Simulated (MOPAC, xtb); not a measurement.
Pair of molecules: CH4 (SMILES C) (first 5 atoms) with CH3Cl (SMILES CCl); geometry from B3LYP-D3(BJ)/def2-TZVP, rigid monomers moved along the line of their centres of mass till H3···Cl7 is 3.51 Å.
(charge 0, multiplicity 1):
```csv
atom,x (Å),y (Å),z (Å)
C,0.0860,0.0235,-0.0206
H,1.1575,-0.1734,0.0010
H,-0.1927,0.6239,0.8438
H,-0.1627,0.5610,-0.9345
H,-0.4570,-0.9211,0.0003
C,0.8196,-0.8299,3.9147
Cl,-0.0825,0.6590,4.3511
H,1.7350,-0.5380,3.4094
H,1.0419,-1.3728,4.8282
H,0.1959,-1.4255,3.2555
```

Counterpoise-corrected where a basis set is named; no monomer relaxation.

The state reached by PM6, PM7 isn't checked; PM7 holds dispersion and hydrogen-bond terms.

Programs: MOPAC for PM6, PM7 (differences of heats of formation); xtb for the GFN methods. Values without a source in brackets are computed.

Task: One of these levels gives -0.23 kcal/mol for the interaction energy. Name it.
(A) PM6
(B) GFN1-xTB
(C) PM7

Result: A, PM6. The others give -0.94 (PM7), -0.54 (GFN1-xTB)
